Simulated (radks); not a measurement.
The numbers below are computed, except where a source is named.
W59+, 15 electrons, occupied as [Ne] 3s2 3p3. Level of theory: Dirac Kohn-Sham, relativistic LDA (MacDonald-Vosko exchange, VWN5 correlation), spin-unpolarised, spherical densities, finite nucleus; open shells fill j = l - 1/2 first; Fermi nuclear charge, rms radius 5.3658 fm (a radial shooting solver on a logarithmic mesh with Libxc functionals).

Spin-orbit splittings of the eigenvalues, e(l+1/2) - e(l-1/2), with zeta = 2 splitting/(2l+1) and mean radii in bohr:

shell  occ.  splitting (eV)  zeta (eV)  <r> j=l-1/2  <r> j=l+1/2
2p        6            1367      911.4      0.06310      0.07075
3p        3           361.6      241.1       0.1740       0.1855
